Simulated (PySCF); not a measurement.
Computed properties of In(PH2)3 (H6InP3), SMILES [PH2][In]([PH2])[PH2]

H6InP3, SMILES [PH2][In]([PH2])[PH2]. Geometry: B3LYP-D3(BJ)/def2-SVP. The def2 effective core potentials stand for the cores of In; spin–orbit coupling is left out. One conformer was computed; it need not be the lowest. All values are computed for the isolated molecule unless a solvent is named; none is compared with measurement here.

**Structure.** The optimised structure has Cs symmetry. All 24 harmonic modes at B3LYP-D3(BJ)/def2-SVP (PySCF) are real, so it is a minimum. With heavy atoms numbered as in [In:1]([PH2:2])([PH2:5])[PH2:8], the shortest bond between them is In1–P5 at 2.549 Å and the longest In1–P2 at 2.550 Å.

**Vibrations.** The strongest infrared lines (harmonic, unscaled, degenerate partners summed) lie at 2365 cm⁻¹ (83 km/mol, H 97 %), 2379 cm⁻¹ (76 km/mol, H 97 %), 2378 cm⁻¹ (67 km/mol, H 97 %). The softest mode is at 63 cm⁻¹ and the zero-point energy is 31.9 kcal/mol.

**Electronic structure.** B3LYP/def2-TZVP (PySCF) places the frontier levels at -6.64 and -1.89 eV, a gap of 4.75 eV, and gives a dipole moment of 0.51 D and a mean polarisability of 135.5 bohr³. PBE/def2-TZVP (PySCF) at the same geometry gives -5.92 and -2.34 eV, so its gap is 1.17 eV narrower. An orbital gap is neither the optical nor the fundamental gap.

**Excitations.** TDA-PBE0/def2-SVPD (PySCF) has S1 at 4.19 eV (296 nm, f = 0.002, dark); the most intense of the 10 singlets computed lies at 5.04 eV (f = 0.32). T1 (TDA) is at 3.60 eV, 0.59 eV under S1. TDA-PBE/def2-SVPD (PySCF) puts S1 at 3.84 eV. No vertical singlet excitation falls in the visible range (under 3.1 eV).
